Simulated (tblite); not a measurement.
Record of a relaxation.

C6H10O3.
SMILES with atom numbers: `[CH2:1]=[C:2]([O:3][CH2:4][CH3:5])[O:6][C:7]([CH3:8])=[O:9]` (hydrogens: H10, H11 on C1; H12, H13 on C4; H14, H15, H16 on C5; H17, H18, H19 on C8)

Computed with GFN2-xTB (tblite), gas phase: L-BFGS steps from a force-field or distance-geometry start until the largest atomic force falls under 0.01 eV/Å. 10 of its 148 geometries are shown.

Step 0: E = -819.1309 eV, largest atomic force 3.602 eV/Å
```
atom  x, y, z in Å  |  force x, y, z in eV/Å
C1      0.008   -2.022   -1.174   -0.892   0.544   0.451
C2      0.207   -1.016   -0.310   -0.727  -0.345  -0.542
O3     -0.841   -0.407    0.358    1.079  -0.392  -0.272
C4     -1.888    0.257   -0.357    0.482  -0.054   0.023
C5     -2.862    0.797    0.697   -0.310   0.561   0.058
O6      1.533   -0.657   -0.106    0.018   1.791   1.606
C7      1.856    0.381    0.788   -3.077   1.209   1.430
C8      3.307    0.721    0.960    0.468  -1.823  -1.728
O9      0.987    0.998    1.436    2.281  -1.691  -1.856
H10     0.822   -2.502   -1.680   -0.155  -0.044   0.003
H11    -1.043   -2.308   -1.332    0.947  -0.069  -0.115
H12    -1.432    1.106   -0.915   -0.295  -0.420   0.045
H13    -2.390   -0.424   -1.075    0.261   0.160   0.299
H14    -2.607    1.874    0.838   -0.600  -0.819   0.028
H15    -3.915    0.655    0.340    0.939   0.348   0.433
H16    -2.741    0.310    1.686    0.016   0.099  -0.852
H17     3.816    0.411    0.007   -0.189   0.302   0.787
H18     3.467    1.776    1.113   -0.136  -0.006   0.378
H19     3.708    0.060    1.749   -0.112   0.648  -0.177
```

Step 16: E = -819.6747 eV, largest atomic force 0.148 eV/Å
```
atom  x, y, z in Å  |  force x, y, z in eV/Å
C1      0.008   -1.967   -1.160    0.088   0.008  -0.086
C2      0.180   -0.978   -0.292   -0.005  -0.065   0.093
O3     -0.789   -0.352    0.403   -0.031   0.010  -0.137
C4     -1.841    0.252   -0.340   -0.121   0.015   0.035
C5     -2.830    0.810    0.673   -0.060  -0.007   0.101
O6      1.474   -0.568   -0.013   -0.107   0.060   0.083
C7      1.766    0.444    0.840    0.058   0.046   0.003
C8      3.261    0.638    0.886    0.009   0.024   0.003
O9      0.988    1.099    1.470    0.042  -0.021  -0.058
H10     0.853   -2.413   -1.646    0.012  -0.004  -0.002
H11    -0.968   -2.347   -1.398    0.047   0.064   0.037
H12    -1.432    1.043   -0.983   -0.010  -0.048   0.014
H13    -2.326   -0.496   -0.978    0.018  -0.031   0.002
H14    -2.634    1.851    0.907    0.052   0.029  -0.075
H15    -3.850    0.702    0.320   -0.023   0.077  -0.041
H16    -2.716    0.247    1.593   -0.048  -0.084   0.049
H17     3.718    0.328   -0.048    0.019  -0.020   0.001
H18     3.468    1.686    1.091    0.042  -0.094   0.017
H19     3.660    0.031    1.698    0.018   0.042  -0.036
```

Step 33: E = -819.7672 eV, largest atomic force 0.211 eV/Å
```
atom  x, y, z in Å  |  force x, y, z in eV/Å
C1      0.101   -1.842   -1.172    0.007   0.100  -0.104
C2      0.159   -0.916   -0.217    0.185   0.054  -0.023
O3     -0.834   -0.280    0.424    0.078  -0.095  -0.050
C4     -1.984    0.116   -0.310   -0.001  -0.012   0.011
C5     -2.914    0.798    0.678   -0.059   0.044   0.009
O6      1.438   -0.575    0.193    0.099   0.003   0.032
C7      1.824    0.539    0.860    0.037  -0.004  -0.001
C8      3.340    0.575    0.875   -0.051   0.034   0.004
O9      1.109    1.369    1.342   -0.013  -0.106  -0.104
H10     1.014   -2.232   -1.582   -0.036   0.019   0.087
H11    -0.811   -2.220   -1.586   -0.116   0.068   0.100
H12    -1.671    0.795   -1.114   -0.068   0.076   0.026
H13    -2.491   -0.736   -0.777    0.096  -0.154   0.107
H14    -2.456    1.706    1.058    0.019   0.007  -0.006
H15    -3.856    1.038    0.194   -0.015   0.051  -0.016
H16    -3.107    0.137    1.521    0.028  -0.007  -0.074
H17     3.712    0.235   -0.088    0.034  -0.044   0.037
H18     3.691    1.586    1.071   -0.117  -0.036   0.026
H19     3.725   -0.084    1.653   -0.107   0.002  -0.062
```

Step 49: E = -819.8370 eV, largest atomic force 0.164 eV/Å
```
atom  x, y, z in Å  |  force x, y, z in eV/Å
C1      0.077   -1.733   -1.221    0.015   0.025  -0.049
C2      0.201   -0.852   -0.233    0.008  -0.003   0.029
O3     -0.754   -0.148    0.395   -0.013   0.010   0.028
C4     -2.004    0.013   -0.254   -0.014  -0.015   0.072
C5     -2.930    0.782    0.679   -0.033   0.055   0.011
O6      1.476   -0.621    0.243   -0.020   0.087  -0.017
C7      1.866    0.557    0.787   -0.007   0.061  -0.027
C8      3.370    0.561    0.912   -0.035   0.002   0.061
O9      1.149    1.464    1.096    0.056  -0.062  -0.064
H10     0.954   -2.211   -1.608    0.014  -0.014  -0.006
H11    -0.867   -2.005   -1.647   -0.021   0.014   0.008
H12    -1.848    0.574   -1.189   -0.020  -0.092   0.057
H13    -2.421   -0.973   -0.490   -0.088   0.012  -0.051
H14    -2.370    1.584    1.154   -0.012  -0.032  -0.043
H15    -3.749    1.212    0.105    0.025  -0.045   0.049
H16    -3.345    0.140    1.456    0.128   0.033  -0.097
H17     3.815    0.233   -0.025   -0.001   0.023   0.050
H18     3.701    1.563    1.168    0.015  -0.039  -0.015
H19     3.669   -0.131    1.695    0.003  -0.021   0.002
```

Step 65: E = -819.8863 eV, largest atomic force 0.237 eV/Å
```
atom  x, y, z in Å  |  force x, y, z in eV/Å
C1      0.043   -1.681   -1.300    0.021   0.082  -0.026
C2      0.216   -0.834   -0.291   -0.002   0.013   0.030
O3     -0.742   -0.201    0.407   -0.055  -0.020  -0.033
C4     -2.014   -0.070   -0.213    0.055  -0.040   0.014
C5     -2.869    0.798    0.692   -0.011  -0.054   0.031
O6      1.499   -0.579    0.151   -0.109   0.103   0.021
C7      1.878    0.623    0.658   -0.092   0.040   0.038
C8      3.339    0.551    1.013    0.003  -0.048   0.043
O9      1.177    1.584    0.794    0.078  -0.191  -0.117
H10     0.894   -2.117   -1.783   -0.041  -0.035  -0.017
H11    -0.943   -1.943   -1.635    0.144  -0.069  -0.070
H12    -1.866    0.373   -1.208   -0.114   0.050   0.066
H13    -2.486   -1.055   -0.338    0.065   0.010   0.015
H14    -2.300    1.675    0.985   -0.057   0.058  -0.045
H15    -3.791    1.092    0.195    0.105   0.015  -0.031
H16    -3.122    0.234    1.585   -0.001   0.049   0.084
H17     3.913    0.232    0.147    0.009   0.041  -0.032
H18     3.682    1.514    1.371    0.013   0.112  -0.052
H19     3.482   -0.187    1.795   -0.013  -0.118   0.079
```

Step 82: E = -819.9408 eV, largest atomic force 0.072 eV/Å
```
atom  x, y, z in Å  |  force x, y, z in eV/Å
C1      0.054   -1.590   -1.444    0.006  -0.019  -0.012
C2      0.230   -0.807   -0.387    0.018  -0.058   0.030
O3     -0.695   -0.208    0.385    0.000   0.029  -0.035
C4     -2.026   -0.169   -0.095   -0.008  -0.006   0.001
C5     -2.813    0.825    0.744    0.040  -0.021  -0.031
O6      1.508   -0.600    0.094   -0.021   0.011   0.038
C7      1.911    0.632    0.490    0.006  -0.027   0.021
C8      3.262    0.520    1.141   -0.004   0.014   0.054
O9      1.296    1.643    0.315   -0.019  -0.009  -0.016
H10     0.907   -1.994   -1.955   -0.019   0.025   0.027
H11    -0.918   -1.871   -1.797   -0.005   0.036  -0.024
H12    -2.024    0.141   -1.146    0.020   0.035  -0.044
H13    -2.466   -1.170   -0.029   -0.042  -0.058   0.006
H14    -2.276    1.768    0.784    0.007   0.034  -0.023
H15    -3.787    0.981    0.293   -0.039   0.019   0.027
H16    -2.940    0.457    1.756    0.010  -0.027   0.050
H17     3.991    0.242    0.385    0.039  -0.011   0.008
H18     3.536    1.471    1.587    0.007   0.018  -0.027
H19     3.240   -0.258    1.902    0.004   0.014  -0.048
```

Step 98: E = -819.9520 eV, largest atomic force 0.028 eV/Å
```
atom  x, y, z in Å  |  force x, y, z in eV/Å
C1      0.073   -1.577   -1.457    0.000  -0.016  -0.011
C2      0.221   -0.837   -0.366    0.005  -0.007  -0.003
O3     -0.718   -0.235    0.385    0.010  -0.002  -0.009
C4     -2.042   -0.168   -0.108    0.005   0.008   0.013
C5     -2.795    0.831    0.754   -0.017   0.009   0.001
O6      1.482   -0.655    0.172   -0.009  -0.002   0.007
C7      1.902    0.595    0.485   -0.002  -0.004   0.008
C8      3.249    0.523    1.149   -0.003   0.004   0.014
O9      1.297    1.597    0.236    0.005   0.000  -0.018
H10     0.939   -1.988   -1.939   -0.021   0.019   0.001
H11    -0.888   -1.805   -1.872    0.007   0.001   0.009
H12    -2.032    0.161   -1.155    0.015   0.001   0.001
H13    -2.507   -1.162   -0.056    0.004  -0.002  -0.001
H14    -2.299    1.796    0.707   -0.003  -0.004   0.003
H15    -3.816    0.933    0.398   -0.011  -0.002   0.006
H16    -2.807    0.499    1.789   -0.003  -0.007  -0.015
H17     3.995    0.247    0.407    0.000  -0.002   0.001
H18     3.497    1.493    1.570    0.011  -0.001  -0.002
H19     3.239   -0.239    1.923    0.006   0.005  -0.004
```

Step 114: E = -819.9534 eV, largest atomic force 0.025 eV/Å
```
atom  x, y, z in Å  |  force x, y, z in eV/Å
C1      0.072   -1.560   -1.454   -0.005   0.000  -0.009
C2      0.219   -0.839   -0.351    0.000   0.003   0.007
O3     -0.722   -0.239    0.399    0.011  -0.003   0.022
C4     -2.042   -0.167   -0.105   -0.003   0.012   0.006
C5     -2.806    0.825    0.756   -0.006  -0.007   0.000
O6      1.475   -0.670    0.205    0.005   0.005  -0.015
C7      1.917    0.585    0.467   -0.010   0.014  -0.010
C8      3.253    0.522    1.153   -0.004   0.001  -0.004
O9      1.335    1.584    0.157    0.009  -0.010  -0.002
H10     0.934   -1.960   -1.949    0.002  -0.012   0.015
H11    -0.891   -1.779   -1.869    0.004  -0.001  -0.015
H12    -2.020    0.166   -1.150    0.002   0.013  -0.010
H13    -2.507   -1.162   -0.062    0.001  -0.004  -0.002
H14    -2.321    1.796    0.712    0.006  -0.007   0.000
H15    -3.827    0.917    0.399   -0.016  -0.001  -0.005
H16    -2.815    0.488    1.789   -0.004   0.002   0.011
H17     4.008    0.237    0.423   -0.002  -0.004   0.008
H18     3.497    1.496    1.564    0.004   0.005  -0.002
H19     3.232   -0.230    1.936    0.006  -0.008   0.005
```

Step 131: E = -819.9546 eV, largest atomic force 0.010 eV/Å
```
atom  x, y, z in Å  |  force x, y, z in eV/Å
C1      0.077   -1.554   -1.431   -0.003  -0.005   0.001
C2      0.214   -0.839   -0.323    0.002   0.003   0.002
O3     -0.731   -0.232    0.418    0.002   0.003  -0.002
C4     -2.042   -0.149   -0.110   -0.001   0.002  -0.003
C5     -2.835    0.811    0.760    0.003  -0.001   0.000
O6      1.466   -0.678    0.245    0.004   0.000  -0.004
C7      1.929    0.578    0.457    0.008   0.002  -0.001
C8      3.269    0.519    1.138    0.000   0.002   0.001
O9      1.362    1.573    0.112    0.003   0.002  -0.001
H10     0.945   -1.965   -1.908   -0.004   0.002   0.005
H11    -0.880   -1.760   -1.868   -0.001  -0.004  -0.002
H12    -1.996    0.217   -1.143   -0.008   0.004  -0.005
H13    -2.502   -1.147   -0.110   -0.002   0.001  -0.001
H14    -2.351    1.784    0.765    0.003  -0.004   0.000
H15    -3.844    0.914    0.370    0.000  -0.003   0.009
H16    -2.880    0.441    1.781   -0.002  -0.003  -0.005
H17     4.016    0.212    0.409   -0.002  -0.005   0.006
H18     3.525    1.500    1.523   -0.001   0.002   0.000
H19     3.249   -0.216    1.938   -0.001   0.000  -0.001
```

Step 147: E = -819.9556 eV, largest atomic force 0.008 eV/Å
```
atom  x, y, z in Å  |  force x, y, z in eV/Å
C1      0.071   -1.566   -1.424    0.001   0.002  -0.002
C2      0.216   -0.828   -0.333   -0.002   0.002   0.003
O3     -0.722   -0.193    0.393   -0.002   0.004   0.002
C4     -2.038   -0.128   -0.124   -0.001   0.003   0.002
C5     -2.842    0.796    0.777    0.002   0.002   0.000
O6      1.467   -0.671    0.238   -0.002   0.003  -0.002
C7      1.946    0.582    0.428   -0.004   0.004   0.002
C8      3.265    0.520    1.147    0.002  -0.004  -0.006
O9      1.404    1.576    0.042    0.002  -0.007   0.002
H10     0.934   -2.002   -1.888   -0.001  -0.001  -0.003
H11    -0.887   -1.766   -1.861    0.003  -0.002  -0.001
H12    -2.009    0.263   -1.149   -0.002  -0.005   0.001
H13    -2.479   -1.134   -0.141    0.002   0.001  -0.002
H14    -2.378    1.778    0.800    0.005   0.003  -0.002
H15    -3.857    0.887    0.401   -0.001  -0.005   0.003
H16    -2.867    0.401    1.788   -0.004  -0.002  -0.002
H17     4.028    0.183    0.448    0.001  -0.002   0.004
H18     3.527    1.507    1.516   -0.002  -0.004  -0.002
H19     3.210   -0.195    1.963    0.004   0.006   0.002
```

Task: Summarise the path.

Result: The energy falls by 79.57 kJ/mol from step 0 to step 147; nine tenths of that is first reached at step 63. It rises by more than 0.2 meV at step 35. The largest force goes from 3.602 to 0.008 eV/Å. Among the bonds O6–C7 changes most (a near tie, within 0.001 Å, with another), from 1.407 to 1.355 Å; the atoms move by 0.642 Å rms after alignment.

What follows is the cost of the whole relaxation. The run took 1.6 s wall on Arm Neoverse N1, one thread, shared host with 64 logical CPUs at a one-minute load of 60.
